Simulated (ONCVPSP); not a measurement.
## molybdenum ONCV: all-electron and pseudo phase curves

ONCVPSP 4.0.1 input, shortened (lines: element, Z, core and valence counts, functional; n l f; lmax; l rc ep ncon nbas qcut; lloc lpopt rc5 dvloc0; l nproj debl; icmod fcfact rcfact), LDA (Perdew-Wang 92), non-relativistic:

```
  Mo 42.00    6    5  -001012      upf
    1    0    2.00
    2    0    2.00
    2    1    6.00
    3    0    2.00
    3    1    6.00
    3    2   10.00
    4    0    2.00
    4    1    6.00
    4    2    5.00
    5    0    0.75
    5    1    0.25
    2
    0    1.95    0.00    3    6    7.40
    1    2.20    0.00    4    9    5.80
    2    1.80    0.00    4    9    5.20
    4    4    1.35    6.00
    0    2    2.20
    1    2    1.10
    2    3    2.20
    0    0.00    0.00
```

The phase is arctan(r·R′/R) of the radial function R(r), unwrapped; energies in Ha, scanned from -4 to 5 Ha. A pole is an energy at which the radial function vanishes at the test radius. The pseudo phase is shifted by a multiple of π to meet the all-electron one at the reference energy, and phase errors are pseudo minus all-electron; the curves can meet again beyond the range given. Levels narrower than the energy grid can be missing from the lists of poles.

For each channel, where are the poles, and over which energies does the pseudopotential scatter like the atom?

```tsv
channel	radius (bohr)	reference energy (Ha)	poles, all-electron	poles, pseudo	unbroken range about the reference energy with phases within 0.05 rad	phase error 1 Ha above the reference energy (rad)
s	1.98	-0.16	-2.02, 4.23	-2.02, 4.09	the whole range	-0.002
p	2.24	-0.05	-1.24, 3.37	-1.24, 3.33	the whole range	-0.001
d	1.83	-0.17	0.97	0.97	the whole range	-0.000
```

Phases in the s channel:

```
E (Ha)  all-electron  pseudo
 -3.98         1.282   1.282
 -3.74         1.256   1.256
 -3.50         1.221   1.221
 -3.26         1.168   1.168
 -3.02         1.074   1.074
 -2.78         0.849   0.849
 -2.54        -0.058  -0.059
 -2.30        -1.248  -1.248
 -2.06        -1.548  -1.548
 -1.82        -1.668  -1.668
 -1.58        -1.742  -1.742
 -1.34        -1.801  -1.801
 -1.10        -1.857  -1.857
 -0.86        -1.917  -1.917
 -0.62        -1.990  -1.990
 -0.38        -2.084  -2.084
 -0.14        -2.219  -2.219
  0.10        -2.425  -2.425
  0.34        -2.749  -2.750
  0.58        -3.204  -3.205
  0.82        -3.658  -3.660
  1.06        -3.981  -3.983
  1.30        -4.184  -4.187
  1.54        -4.315  -4.318
  1.78        -4.404  -4.407
  2.02        -4.469  -4.472
  2.26        -4.518  -4.521
  2.50        -4.557  -4.560
  2.74        -4.588  -4.592
  2.98        -4.615  -4.619
  3.22        -4.638  -4.643
  3.46        -4.658  -4.664
  3.70        -4.676  -4.683
  3.94        -4.693  -4.701
  4.18        -4.709  -4.719
  4.42        -4.724  -4.736
  4.66        -4.740  -4.754
  4.90        -4.755  -4.772
```
